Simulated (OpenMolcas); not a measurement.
**Cu2+: moving the ligands**

Cu2+ with 5 ligands (chloride, oxide on the axis) in square pyramidal coordination (C4v) at 2.41 Å, the axial distance 2.029 Å. A charge of +0.8 e stands 2.8 Å behind each ligand. Ligand basis ANO-RCC-VDZP.

```json
{"Program": "OpenMolcas 26.06", "Method": "SS-CASPT2, IPEA 0.25 Eh, imaginary shift 0.1 Eh (closed shells correlated: 3s 3p and the ligand valence shells)", "Basis": "ANO-RCC-VTZP [6s5p3d2f1g]", "Scalar Hamiltonian": "DKH2, point nucleus", "Active space": "9 electrons in 5 orbitals (3d)", "State averaging": "2S+1 = 2 even, 5 roots", "Spin-orbit coupling": "state interaction with AMFI integrals over the reference wave functions"}
```

Runs around this geometry, states. Energies in cm-1 above the lowest state or level, χT in cm3 K/mol.

```json
{"R (Å)": "2.41", "Axial / equatorial distance": "0.791", "Ground state": "2S+1 = 2", "First state of that spin": "5690", "First gap with spin-orbit (degeneracies)": "5090 (2, 2)", "χT at 300 K": "0.600"}
{"R (Å)": "2.36", "Axial / equatorial distance": "0.842", "Ground state": "2S+1 = 2", "First state of that spin": "4190", "First gap with spin-orbit (degeneracies)": "4070 (2, 2)", "χT at 300 K": "0.597"}
{"R (Å)": "2.41", "Axial / equatorial distance": "0.842", "Ground state": "2S+1 = 2", "First state of that spin": "4190", "First gap with spin-orbit (degeneracies)": "4020 (2, 2)", "χT at 300 K": "0.615"}
{"R (Å)": "2.52", "Axial / equatorial distance": "0.842", "Ground state": "2S+1 = 2", "First state of that spin": "4090", "First gap with spin-orbit (degeneracies)": "3790 (2, 2)", "χT at 300 K": "0.653"}
```

Over all roots computed the reference weight is 0.68 to 0.69 in R = 2.41 in ratio = 0.791, 0.68 to 0.69 in R = 2.36 in ratio = 0.842, 0.68 to 0.69 in R = 2.41 in ratio = 0.842, 0.68 to 0.69 in R = 2.52 in ratio = 0.842; a low but even weight reflects the number of correlated electrons. A single d shell leaves out the double-shell effect, which counts most for late 3d ions, where the CASPT2 field can be off either way by tens of per cent. Ligand-to-metal charge-transfer states are missing. Free-ion shares, where given, are those of the reference states; single-state CASPT2 does not remix them. No measured value stands beside these numbers; the geometry is a model, was not optimised and need not be the one that this ion takes.

A state without a sure symmetry label is named by its multiplicity alone.
